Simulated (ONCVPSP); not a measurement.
**What one change does to a pseudopotential (promethium, ONCV)**

ONCVPSP 4.0.1 input, shortened (lines: element, Z, core and valence counts, functional; n l f; lmax; l rc ep ncon nbas qcut; lloc lpopt rc5 dvloc0; l nproj debl; icmod fcfact rcfact), LDA (Perdew-Wang 92), scalar-relativistic:

```
  Pm 61.00   10    4  -001012      upf
    1    0    2.00
    2    0    2.00
    2    1    6.00
    3    0    2.00
    3    1    6.00
    3    2   10.00
    4    0    2.00
    4    1    6.00
    4    2   10.00
    4    3    4.00
    5    0    2.00
    5    1    6.00
    5    2    1.00
    6    0    1.50
    2
    0    2.35    0.00    4    9    4.70
    1    2.15    0.00    3    6    6.30
    2    3.80    0.00    4    9    3.40
    4    5    2.10    2.00
    0    3    3.30
    1    1    2.00
    2    1    0.80
    1    0.50    0.00
```

All-electron outer shells of the reference configuration (LDA (PZ), scalar-relativistic, ld1.x):

| shell | level (eV) | outermost node (bohr) | outermost maximum (bohr) |
| --- | --- | --- | --- |
| 5s | -48.30 | 0.70 | 1.27 |
| 5p | -28.39 | 0.75 | 1.44 |
| 4f | -10.66 | – | 0.62 |
| 6s | -6.54 | 1.69 | 3.41 |
| 5d | -5.76 | 0.85 | 2.04 |

Change: core correction Teter function, fcfact 1.5, rcfact 1.5.

Cutoffs: the cutoffs (Ha) at which the residual kinetic energy of the hardest occupied pseudo-wave falls to 1 and 0.1 mHa per electron; they do not see the model core or the augmentation charge, which bear on the density cutoff. Errors are all-electron minus pseudo energies relative to the spin-unpolarised reference configuration.

How do hardness, ghosts and transferability respond?

The potential gets neither clearly harder nor softer (12 Ha and 15 Ha → 12 Ha and 15 Ha); of the 4 tests that both files solve, the error grows in 1 and shrinks in 2 by more than 15 % and 0.3 meV (median size 15.2 → 6.4 meV); neither file shows a bound ghost. A model core, the more so a compact one, raises the density cutoff, which this test does not measure.

```tsv
quantity	base	changed
cutoff, loose	12 Ha	12 Ha
cutoff, tight	15 Ha	15 Ha
bound ghosts	none	none
GHOST(+) flags under 300 eV	none	none
error for 5s2 5p6 5d1 6s2, meV [ΔE -2.64 eV]	-0.2	+0.3
error for 5s2 5p6 5d1 6s1, meV [ΔE 3.92 eV]	-2.4	-1.5
error for 5s2 5p6 5d1 6s0, meV [ΔE 15.78 eV]	-28	-11
error for 5s2 5p6 5d1 6s0 6p1, meV [ΔE 7.33 eV]	+30	+35
s: phases at 2.38 bohr within 0.05 rad from the reference energy up to (Ha; the scan ends near 5)	to the end of the scan	to the end of the scan
p: phases at 2.18 bohr within 0.05 rad from the reference energy up to (Ha; the scan ends near 5)	0.7	0.7
d: phases at 3.85 bohr within 0.05 rad from the reference energy up to (Ha; the scan ends near 5)	0.2	0.2
rms error of d²Exc/dni dnj with the model core, mHa	1.08	2.34
```
